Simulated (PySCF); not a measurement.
SrF, SMILES [F][Sr+], charge +1.

Geometry: B3LYP-D3(BJ)/def2-TZVPD. The spin state was assumed, not searched. The def2 effective core potentials stand for the cores of Sr; spin–orbit coupling is left out.

Two levels are set side by side: PBE/def2-TZVPD (PySCF) and PBE0/def2-TZVPD (PySCF). Same geometry, gas phase. Differences are taken from unrounded values.

| quantity | PBE |
|---|---|
| orbital gap (eV) | 5.17 |
| highest occupied level (eV) | -12.66 |
| lowest empty level (eV) | -7.49 |
| mean polarisability (bohr³) | 17.5 |

Task: These are the PBE values. What does PBE0 give? (An estimate is asked for; the answer gives what the named calculation found.)

Result: 
```
quantity                       PBE0  PBE minus PBE0
---------------------------  ------  --------------
orbital gap (eV)               7.59           -2.42
highest occupied level (eV)  -14.38            1.72
lowest empty level (eV)       -6.79           -0.69
mean polarisability (bohr³)    15.9             1.6
```

PBE's occupied levels lie high since its potential decays too fast outside the molecule; exact exchange lowers them and widens the gap. Loosely held outer electrons make PBE densities more polarisable. Differences between two approximate levels are no errors against the true value.

Rough cost on one machine, each run with all the roots and properties that it gave: PBE0 against PBE within a factor of 2.
